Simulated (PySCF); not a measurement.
Compound: C₆H₆F₂O₂.
Structure used (PBE0-D3(BJ)/def2-SVP), in Å, numbered top down from 1:
```xyz
16
C6H6F2O2 angstrom
C     -2.3605    0.8512   -0.2596
C     -1.2589   -0.1224   -0.1006
C     -1.1900   -1.4776    0.0094
C      0.1956   -1.8293    0.1485
C      0.8543   -0.6422    0.1108
O      2.1683   -0.3762    0.1958
C      2.5787    0.9333    0.1887
F      2.5887    1.4062   -1.0643
F      3.8257    0.9379    0.6451
O      0.0129    0.3907   -0.0390
H     -3.3159    0.3163   -0.3347
H     -2.2334    1.4602   -1.1690
H     -2.4204    1.5423    0.5973
H     -2.0372   -2.1599   -0.0082
H      0.6409   -2.8132    0.2607
H      1.9375    1.5806    0.8091
```

Computed with PySCF at PBE0/def2-SVPD, non-relativistic, on one gas-phase PBE0-D3(BJ)/def2-SVP geometry that isn't relaxed in the solvent. The solvent is an IEF-PCM continuum (van der Waals radii × 1.2), and excitations are vertical TDDFT with non-equilibrium linear response and a frozen core. Only the electrostatic response of the medium enters.

Gas-phase singlets (H = HOMO, L = LUMO):

```json
{"state": "S1", "E (eV)": "5.676", "λ (nm)": "218", "f": "0.016", "leading configurations": "H→L+1 85%, H→L 12%"}
{"state": "S2", "E (eV)": "5.886", "λ (nm)": "211", "f": "0.228", "leading configurations": "H→L 86%, H→L+1 12%"}
{"state": "S3", "E (eV)": "6.395", "λ (nm)": "194", "f": "0.006", "leading configurations": "H→L+2 95%"}
{"state": "S4", "E (eV)": "6.550", "λ (nm)": "189", "f": "0.004", "leading configurations": "H→L+3 97%"}
{"state": "S5", "E (eV)": "6.759", "λ (nm)": "183", "f": "0.030", "leading configurations": "H→L+4 72%, H-1→L 26%"}
```

Question: Give the list for acetonitrile (ε = 35.69), n² = 1.81.

Answer: 
| state | E (eV) | λ (nm) | f | leading configurations | change by rank (eV) |
| --- | --- | --- | --- | --- | --- |
| S1 | 5.718 | 217 | 0.055 | H→L+1 67%, H→L 30% | +0.042 |
| S2 | 5.853 | 212 | 0.228 | H→L 69%, H→L+1 29% | -0.033 |
| S3 | 6.481 | 191 | 0.003 | H→L+2 92% | +0.086 |
| S4 | 6.673 | 186 | 0.022 | H→L+3 87% | +0.123 |
| S5 | 6.764 | 183 | 0.029 | H→L+4 73%, H-1→L 20% | +0.005 |

Question: The ground-state energy changes by -0.193 eV from gas to acetonitrile. By how much does the total energy of gas-phase S2 change?

Answer: E(S2) = E(S0) + excitation energy, so it changes by -0.193 − 0.033 = -0.226 eV: it is lowered more than the ground state, which is what a red shift means. This is the vertical state, with the slow part of the continuum still set for S0.

Question: How do the frontier levels move from gas to acetonitrile?

Answer: 
| orbital | gas (eV) | solvent (eV) | change (eV) | Löwdin shares, gas | Löwdin shares, solvent |
| --- | --- | --- | --- | --- | --- |
| LUMO+2 | 1.15 | 1.29 | +0.14 | C7 18 %, H16 12 %, C1 11 %, F9 9 % | C1 15 %, C7 13 %, F9 12 %, O6 12 % |
| LUMO+1 | 0.57 | 0.74 | +0.17 | C1 19 %, C2 9 %, C3 8 %, O10 8 % | C5 13 %, C1 12 %, C7 12 %, C2 10 % |
| LUMO | 0.28 | 0.37 | +0.09 | C2 20 %, C5 17 %, C3 16 %, O10 15 % | C2 19 %, C5 18 %, O10 16 %, C3 15 % |
| HOMO | -6.22 | -6.15 | +0.07 | C2 23 %, C5 19 %, C4 16 %, C3 13 % | C2 23 %, C5 19 %, C4 16 %, C3 14 % |
| HOMO-1 | -8.33 | -8.27 | +0.06 | C3 30 %, C4 27 %, O10 20 %, C2 9 % | C3 29 %, C4 27 %, O10 20 %, C2 9 % |
| HOMO-2 | -10.56 | -10.50 | +0.06 | O6 21 %, C7 13 %, O10 11 %, F8 10 % | O6 17 %, O10 12 %, C7 11 %, H16 8 % |
| HOMO-3 | -10.88 | -10.76 | +0.12 | O6 33 %, O10 15 %, C1 11 %, F8 9 % | C1 22 %, O6 16 %, H12 11 %, C2 8 % |

The HOMO–LUMO gap goes from 6.50 to 6.52 eV. Rows go by rank; for HOMO-3, HOMO-2, LUMO, LUMO+1 and LUMO+2 the atom shares or the degeneracy differ between the runs, so the row needn't follow one orbital.
